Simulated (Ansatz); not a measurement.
Consider the redistribution: `[AlH2][NH][Si]1(Cl)CO1` + `[CH3][AlH][CH3]` → `C[Si]1(Cl)CO1` + `[CH3][AlH][NH][AlH2]`.

Calculated with Ansatz (gas phase, PBE0-D4/def2-TZVP geometries, no zero-point term in ΔE). CCSD(T)/CBS is the MP2 limit (def2-TZVPP, def2-QZVPP) plus CCSD(T) − MP2 in def2-TZVPP, frozen cores. DFT in def2-TZVPP. One conformer a species, not always the lowest.

```
             level  ΔE (kJ/mol)  difference from CCSD(T)/CBS
            PBE-D4        -39.7                         -3.8
         r2SCAN-D4        -38.8                         -2.9
            B2PLYP        -38.4                         -2.5
               PBE        -40.5                         -4.6
CCSD(T)/def2-TZVPP        -37.2                         -1.3
     HF/def2-QZVPP        -32.1                          3.8
SCS-MP2/def2-QZVPP        -36.5                         -0.6
      HF/CBS(def2)        -32.0                          3.9
     MP2/CBS(def2)        -36.5                         -0.6
    CCSD/CBS(def2)        -34.9                          1.0
       CCSD(T)/CBS        -35.9                            0
```

Largest T1 diagnostic among the species: 0.012.

In def2-TZVPP, CCSD(T) changes the Hartree–Fock value by −5.0 kJ/mol (the triples alone add −1.0 kJ/mol) and MP2 by −5.6 kJ/mol.
